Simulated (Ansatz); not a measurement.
A nudged elastic band was laid between two geometries of GeH4O4 + H2 (11 atoms, charge 0, multiplicity 1).

Method: Ansatz, RHF/def2-SVP.

* movable images: 7
* climbing image: yes
* spring: 50.0 eV/Å²
* optimiser: quadratic models (default)
* start path: through a guess of the saddle point
* force threshold: 0.05 eV/Å
* iteration limit: 60
* end points: relaxed

First end point:

```xyz
11
Properties=species:S:1:pos:R:3
Ge -0.379 -0.463 0.012
O -0.409 -0.564 1.744
H -0.423 0.253 2.220
O 1.192 -0.166 -0.668
H 1.728 -0.923 -0.848
O -1.381 0.881 -0.440
H -1.192 1.292 -1.270
O -0.911 -2.004 -0.584
H -1.551 -2.465 -0.063
H 1.343 2.692 1.911
H 1.703 2.135 1.568
```

Last end point:

```xyz
11
Properties=species:S:1:pos:R:3
Ge 0.692 0.063 -0.262
O -0.993 0.197 2.401
H -1.291 0.773 1.706
O 1.091 -0.212 -1.941
H 1.046 -1.112 -2.229
O -0.657 1.203 -0.238
H -1.153 1.260 -1.042
O 0.189 -1.492 0.340
H -0.221 -1.455 1.196
H 1.834 0.693 0.507
H -0.817 0.750 3.146
```

**Question.** Which bonds break or form, and what moves?

**Answer.** Bonds broken: Ge1–O2, H10–H11. Bonds formed: Ge1–H10, O2–H11. GeH4O4 + H2 becomes GeH4O3 + H2O.

**Question.** What energy profile does the band end with?

**Answer.** It converged. The highest image is number 4 of 0 to 8, 2.62 eV above the first end and 2.83 eV above the last; the last end lies 0.21 eV below the first. A structure lower than the first end lies on the path between it and the top, so the climb from that side starts below the end, which may itself be a saddle point or a shallow side well. Neighbouring images differ by up to 2.4 eV, so the band resolves the path poorly. The order of the point at the top wasn't checked. The orbitals stay closed-shell, which can raise the energy where a bond breaks towards radicals; this wasn't checked here.

```csv
image,path coordinate (Å),energy (eV),Ge1–O2 (Å),H10–H11 (Å),Ge1–H10 (Å)
0,0.00,0.00,1.74,0.75,4.06
1,1.44,-0.01,1.74,0.75,3.85
2,2.88,0.02,1.74,0.75,3.63
3,4.31,0.24,1.74,0.74,2.86
4,5.75,2.62,1.92,1.05,1.81
5,7.30,0.43,2.92,1.89,1.51
6,8.86,0.01,3.40,2.51,1.52
7,10.41,-0.11,3.33,3.16,1.52
8,11.96,-0.21,3.15,3.74,1.51
```

**Question.** What is the geometry of the highest image?

**Answer.** 
```xyz
11
Properties=species:S:1:pos:R:3
Ge 0.095 0.203 0.090
O -0.044 0.020 2.001
H -0.876 -0.047 2.457
O 1.642 -0.273 -0.560
H 1.599 -1.006 -1.156
O -0.926 1.407 -0.647
H -1.641 1.027 -1.139
O -0.920 -1.205 -0.284
H -0.687 -2.033 0.106
H 0.949 1.541 0.951
H 0.530 1.032 1.765
```

Run time: 7.6 min on 2 threads of Arm Neoverse V1 (shared host), peak memory 0.29 GiB.
